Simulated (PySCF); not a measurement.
Harmonic spectrum computed at B3LYP in the def2-SVP basis family (core potentials from Rb on, PySCF, no spin–orbit coupling):

| symmetry | ω (cm⁻¹) | IR (km/mol, summed over degenerate members) |
| --- | --- | --- |
| a1 | 153 | 0.0 |
| e | 170 | 42.5 |
| b2 | 180 | 21.8 |
| b1 | 206 | 0.0 |
| b2 | 676 | 91.4 |
| a1 | 695 | 0.0 |
| e | 731 | 419 |

Question: Which molecule gave it? In each, all ligands are bound to the one heavy central atom.
A. TaF₄ (doublet)
B. TiF₄ (singlet)
C. CF₄ (singlet)
D. TcF₄ (quartet)
E. NbF₄ (doublet)

Answer: E. It has D2d symmetry with Nb–F 1.866 Å (×4).
